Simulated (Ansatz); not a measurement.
trifluoroacetic acid (C2HF3O2), singlet, geometry from GFN2-xTB; BCCD/def2-SV(P) in Ansatz (a first-principles code).

Ansatz was given this input:
Ansatz 0.2 input:
```yaml
crystal:
  periodic: [false, false, false]
  atoms:
    - {symbol: O, position_ang: [1.58117628, -0.84821747, 0.38900017]}
    - {symbol: C, position_ang: [0.94347052, 0.23215721, -0.01055559]}
    - {symbol: O, position_ang: [1.42485188, 1.27590560, -0.32008031]}
    - {symbol: C, position_ang: [-0.59069935, -0.04820435, -0.02532297]}
    - {symbol: F, position_ang: [-1.02806939, -0.38485394, 1.19219374]}
    - {symbol: F, position_ang: [-1.27633644, 1.01849029, -0.42372265]}
    - {symbol: F, position_ang: [-0.88562209, -1.05668212, -0.85174030]}
    - {symbol: H, position_ang: [2.54539899, -0.71781028, 0.41333544]}
basis:
  gaussian:
    orbitals: def2-SV_P_.json
magnetization: {spin_polarized: false}
correlation: {method: bccd}
```
The basis file holds def2-SV(P) in the JSON format of the Basis Set Exchange.

It wrote (shortened):

```
Functional definition: HF
972 factors; integrals over basis functions are off by at most 1.2e-3 eV
mean field evaluation 1: about -14250.9076 eV, gradient 5.8e1 eV
mean field evaluation 2: about -14251.0599 eV, gradient 5.8e1 eV
mean field evaluation 4: about -14257.2412 eV, gradient 4.8e0 eV
mean field evaluation 8: about -14257.3276 eV, gradient 5.5e-1 eV
mean field evaluation 16: about -14257.3299 eV, gradient 1.9e-6 eV
mean field -14257.32990218 eV, -523.9472099397 hartree, gradient 1.9e-6 eV, S^2 0.000000; 0 other end points of the search recorded, 0 dependent functions left out
7 core orbitals not correlated
reference -14257.32990218 eV, -523.9472099397 hartree; 21, 21 occupied and 72, 72 virtual orbitals, 972 factors
second order -31.53444439 eV of doubles, -0.00000000 eV of singles
cycle   1  -31.04540193 eV  change    4.9e-1 eV  update   1.3e-1
cycle   2  -31.72866580 eV  change   -6.8e-1 eV  update   4.7e-2
cycle   3  -31.91085159 eV  change   -1.8e-1 eV  update   2.1e-2
cycle   4  -31.90072962 eV  change    1.0e-2 eV  update   6.4e-3
cycle   5  -31.88760953 eV  change    1.3e-2 eV  update   2.2e-3
cycle   6  -31.88668110 eV  change    9.3e-4 eV  update   1.0e-3
cycle   7  -31.88648241 eV  change    2.0e-4 eV  update   2.9e-4
cycle   8  -31.88606652 eV  change    4.2e-4 eV  update   1.1e-4
cycle   9  -31.88599955 eV  change    6.7e-5 eV  update   4.7e-5
cycle  10  -31.88606162 eV  change   -6.2e-5 eV  update   1.5e-5
cycle  11  -31.88604633 eV  change    1.5e-5 eV  update   6.3e-6
Total energy: -14289.21594851 eV, -525.1190005294 hartree
```
